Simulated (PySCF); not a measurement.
## Tungsten: a sound run and one with changed settings

Sound run: W+ [Xe] 4f14 5d4 6s1, W(2+) [Xe] 4f14 5d4. All numbers are calculated (PySCF 2.14, scalar relativity through the core potential, in cc-pVTZ-PP with ECP60MDF (5s5p4d2f1g, 63 functions)). In the sound run the correlated levels freeze 5s2 5p6 outside the core potential. The sound run starts from symmetry-adapted Hartree-Fock orbitals and uses a fine grid where one is needed.

A second run was set up differently.

| species | method | sound run (hartree) | changed run (hartree) | converged |
| --- | --- | --- | --- | --- |
| W+ | MP2 | -66.51410 | -66.75843 | yes |
| W(2+) | MP2 | -65.94497 | -66.17197 | yes |

Ionisation energy of W+:

```tsv
method	sound run (eV)	changed run (eV)
UHF	14.993	14.993
MP2	15.487	15.958
SCS-MP2	15.158	15.586
```

Problem. What was changed?
A. a valence shell is frozen
B. all electrons correlated in a valence basis
C. minimal basis
D. basis contracted for another Hamiltonian

Solution. B. A valence basis has no tight correlating functions, so it recovers only part of the core correlation, and not evenly between atom and ion.
